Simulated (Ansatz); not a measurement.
`CN[SiH2]CCl`, charge 0, multiplicity 1.

(1) Give a relaxed structure at PBE0-D4/def2-TZVP (Ansatz 0.2.0). (Best estimate.)

Results:

(1) Ansatz gave: 
Z-matrix (Å, degrees):
```
C
N 1 1.448
H 1 1.098 2 113.5
H 1 1.094 2 111.0 3 -121.9
H 1 1.093 2 109.5 3 120.2
Si 2 1.708 1 123.3 3 -85.9
H 2 1.008 1 113.5 3 66.1
C 6 1.890 2 114.9 1 66.0
H 6 1.483 2 108.1 1 -173.8
H 6 1.491 2 108.7 1 -52.2
Cl 8 1.789 6 109.4 2 57.7
H 8 1.091 6 112.3 2 -61.2
H 8 1.092 6 112.1 2 176.9
```
This is one stationary point; other conformers may exist.
